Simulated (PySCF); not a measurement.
Computed shifts of a molecule C₃H₇NOSi, B3LYP/pcSseg-1 (PySCF), GIAO, gas phase, atoms alike by connectivity averaged where their shifts nearly agree, in ppm (number of nuclei): ¹³C: 127.5 (1), 17.6 (1), 17.4 (1). ¹⁵N: 307.9 (1). ²⁹Si: -15.1 (1). ¹H: 5.26 (1), 4.80 (1), 2.02 (1), 1.73 (3), 1.69 (1). References: ¹³C against TMS (σ = 181.3 ppm); ¹⁵N against NH3 (σ = 265.5 ppm); ²⁹Si against TMS (σ = 338.7 ppm); ¹⁷O against H2O (σ = 333.8 ppm); ¹H against TMS (σ = 31.68 ppm), references at their B3LYP-D3(BJ)/def2-TZVP geometries, non-relativistic. Geometry: B3LYP-D3(BJ)/def2-SVP. One conformer was computed; it need not be the lowest.

Pick the molecule that these values belong to.
A. C[C@@H](C#N)[SiH2]O
B. C=C1OC[Si@@H]1N
C. C1=NCC[SiH2]O1
D. C/N=C/[SiH2]C=O

A, C[C@@H](C#N)[SiH2]O
